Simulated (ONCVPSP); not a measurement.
What one change does to a pseudopotential (barium, ONCV)

| Property | Result |
| --- | --- |
| Element | barium |
| Generator | ONCVPSP 4.0.1 |
| Type | optimised norm-conserving Vanderbilt (ONCV) |
| Functional | Wu-Cohen |
| Relativity | scalar-relativistic |
| Frozen core | [Kr] 4d10 |
| Valence charge | 10 |
| Reference configuration | 5s2 5p6 (charge +2) |
| Partial waves | 5s: rc 2.55 bohr, ncon 4, nbas 7, qcut 4.8 1/bohr, 2 projectors, debl 3.5 Ha; 5p: rc 1.90 bohr, ncon 4, nbas 7, qcut 3.6 1/bohr, 3 projectors, debl 1.7 Ha; d scattering state at 0.33 Ha: rc 2.40 bohr, ncon 4, nbas 8, qcut 4.2 1/bohr, 1 projector |
| Local potential | polynomial inside 1.85 bohr (lpopt 3, dvloc0 4 Ha) |
| Core correction | Teter function, fcfact 2.75, rcfact 1.4 |

In the s channel the program set the typed energies aside and used -1.692, 0.050 Ha. In the d channel the program set the typed energies aside and used 0.050 Ha.

All-electron outer shells of the reference configuration (Wu-Cohen, scalar-relativistic, ld1.x):

| shell | level (eV) | outermost node (bohr) | outermost maximum (bohr) |
| --- | --- | --- | --- |
| 5p | -30.94 | 0.86 | 1.67 |

Change: s: qcut 4.2.

Cutoffs: the cutoffs (Ha) at which the residual kinetic energy of the hardest occupied pseudo-wave falls to 1 and 0.1 mHa per electron; they do not see the model core or the augmentation charge, which bear on the density cutoff. Errors are all-electron minus pseudo energies relative to the spin-unpolarised reference configuration.

Q: Predict the effect on cutoff, ghosts and configuration errors.

A: The potential gets neither clearly harder nor softer (32 Ha and 40 Ha → 32 Ha and 40 Ha); the p channel sets the loose cutoff, while the largest relative change is in s, which becomes softer; of the 4 tests that both files solve, the error grows in 3 and shrinks in 0 by more than 15 % and 0.3 meV (median size 1.8 → 2.3 meV); neither file shows a bound ghost.

| quantity | base | changed |
| --- | --- | --- |
| cutoff, loose | 32 Ha | 32 Ha |
| cutoff, tight | 40 Ha | 40 Ha |
| loose cutoff by channel | s 7.8 Ha, p 32 Ha | s 6.7 Ha, p 32 Ha |
| bound ghosts | none | none |
| GHOST(+) flags under 300 eV | none | none |
| error for 5s2 5p6 6s2, meV [ΔE -15.20 eV] | +1.8 | +2.4 |
| error for 5s2 5p6 6s1, meV [ΔE -9.83 eV] | +1.5 | +2.0 |
| error for 5s2 5p6 6s1.5, meV [ΔE -13.05 eV] | +1.7 | +2.3 |
| error for 5s2 5p6 5d0.5 6s1.5, meV [ΔE -14.55 eV] | +10 | +11 |
| s: phases at 2.58 bohr within 0.05 rad from the reference energy up to (Ha; the scan ends near 5) | 3.5 | 3.1 |
| p: phases at 1.93 bohr within 0.05 rad from the reference energy up to (Ha; the scan ends near 5) | to the end of the scan | to the end of the scan |
| d: phases at 2.43 bohr within 0.05 rad from the reference energy up to (Ha; the scan ends near 5) | 2.2 | 2.2 |
| rms error of d²Exc/dni dnj with the model core, mHa | 0.39 | 0.38 |
